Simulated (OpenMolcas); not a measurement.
Pd2+: moving the ligands

Pd2+ with 4 ligands (chloride) in square-planar coordination (D4h) at 2.4 Å. A charge of +0.5 e stands 2.4 Å behind each ligand. Ligand basis ANO-RCC-VDZP.

```
Program             : OpenMolcas
Method              : SS-CASPT2, IPEA 0.25 Eh, imaginary shift 0.1 Eh (closed shells correlated: 4s 4p and the ligand valence shells)
Basis               : ANO-RCC-VTZP [7s6p4d2f1g]
Scalar Hamiltonian  : DKH2, point nucleus
Active space        : 8 electrons in 5 orbitals (4d)
State averaging     : 2S+1 = 3 even, 10 roots; 2S+1 = 1 even, 15 roots
Spin-orbit coupling : RASSI with atomic mean-field integrals over the reference wave functions
```

Runs around this geometry, states (labels of D4, the rotations of D4h). Energies in cm-1 above the lowest state or level, χT in cm3 K/mol.

```csv
R (Å),Ground state,First state of that spin,First gap with spin-orbit (degeneracies),χT at 300 K,First state of another spin
2.26,2S+1 = 1,1E 19160,"13580 (1, 1)",0.014,3E 14610
2.4,2S+1 = 1,1E 14310,"7860 (1, 1)",0.026,3E 8840
2.52,1A1,1E 11210,"4150 (1, 1)",0.048,3B1 5100
```

Over all roots computed the reference weight is 0.68 to 0.72 in R = 2.26, 0.69 to 0.72 in R = 2.4, 0.70 to 0.72 in R = 2.52; a low but even weight reflects the number of correlated electrons. Ligand-to-metal charge-transfer states are missing. With no ligand orbital active B as a rule stays too high, so bands that hang on it stand too high and its fall with covalency is understated. The least metal-like active orbital is 70 % on the metal (Löwdin) and no ligand orbital is active, so the numbers are rough (holds for R = 2.26). This shell can be high or low spin here, a state of another spin lies low, and with metal d orbitals alone active their balance is uncertain, so the ground spin may be wrong, although the usual error favours high spin (holds for R = 2.4; R = 2.52). The least metal-like active orbital is 76 % on the metal (Löwdin) and no ligand orbital is active, so the numbers are rough (holds for R = 2.4). The least metal-like active orbital is 83 % on the metal (Löwdin) and no ligand orbital is active, so the numbers are rough (holds for R = 2.52). No measured value stands beside these numbers; the geometry was imposed, not optimised, and the real ion may take another.

A state without a sure symmetry label is named by its multiplicity alone.
